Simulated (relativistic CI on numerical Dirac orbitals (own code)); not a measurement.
# Cs9+: sensitivity of the levels to the model

Base calculation: Dirac-Coulomb-Breit CI, separate exchange-only KLI orbitals for each configuration, model QED (radiative potential, 1s self-energy scaled to tabulated hydrogen-like ionisation energies), unscaled Slater integrals.

Configuration list (outside the closed core [Ar] 3d10): 4s2 4p6 4d10, 4s2 4p6 4d9 4f, 4s2 4p6 4d9 5s, 4s2 4p6 4d9 5p, 4s2 4p5 4d10 4f, 4s2 4p6 4d9 5d, 4s2 4p6 4d9 6s, 4s2 4p6 4d9 6p, 4s2 4p6 4d9 5f, 4s 4p6 4d10 4f. Double excitations out of closed p, d and f shells are left out; levels of such configurations are missing from the list, as are those of other unlisted configurations, and high levels can miss mixing partners.

Variants: (1) configuration mixing switched off; (2) QED terms removed. Shifts of the energy above 4s2 4p6 4d10 1S_0, in cm⁻¹, for the lowest level and the first level of each name with at least 55 % of one term (blank where a level changes its place among those of its configuration and J or its character, or is not in the variant):

```tsv
Level	Base	Δ(1)	Δ(2)
4s2 4p6 4d10 1S_0	0	0	0
4s2 4p6 4d9 5s 3D_3	536689	+277	-602
4s2 4p6 4d9 5s 3D_2	540768	+240	-603
4s2 4p6 4d9 5s 3D_1	555565	+284	-657
4s2 4p6 4d9 5s 1D_2	559684	+209	-651
4s2 4p6 4d9 5p 3P°_2	667879	+131	-86
4s2 4p6 4d9 5p 3F°_2	688162	+200	-134
4s2 4p6 4d9 5p 3P°_1	689746	+168	-136
4s2 4p6 4d9 5p 3F°_4	692840	+151	-123
4s2 4p6 4d9 5p 1D°_2	700345	+155	-121
4s2 4p6 4d9 5p 1P°_1	702412	+357	-129
4s2 4p6 4d9 5p 3D°_3	703396	+166	-122
4s2 4p6 4d9 5p 3P°_0	704818	+225	-173
4s2 4p6 4d9 4f 3P°_0	710491	-21	-42
```

At this charge transitions that keep the count of f electrons are usually good to a few per cent. Levels and lines within the n = 5 or 6 shells can be off by up to 10 % or somewhat more, and those that change n by about 2 %, since core polarisation is missing. Levels that differ in their count of f electrons can be misplaced by several ten thousand cm⁻¹, since the correlation energy of f electrons is missing or only estimated; rates across such gaps can be off by orders of magnitude.

Ionisation energy from one configuration of each of the two ions, the ground ones as tabulated or assumed: base 208.725 eV. The NIST ASD value (measured) is 213.3 ± 2.5 eV. The gap of more than 2 % comes from missing correlation.

LS names give the leading component of a level, which can be under half, so a name can repeat, a term be missing and a line seem to break the LS rules.
